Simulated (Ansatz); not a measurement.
Species: H3ClSn, SMILES `[Cl][SnH3]` (charge 0, multiplicity 1), formula H3ClSn.

### Question
How many basis functions does frozen-core CCSD(T)/def2-TZVPP // B3LYP-D3(BJ)/def2-TZVP (Ansatz, an electronic-structure program) use, how many core orbitals are frozen, and how many electrons are correlated?

### Answer
134 basis functions and 9 frozen orbitals, which leaves 24 correlated electrons (filled d shells below the valence shell are correlated). Core time is of the order of seconds.
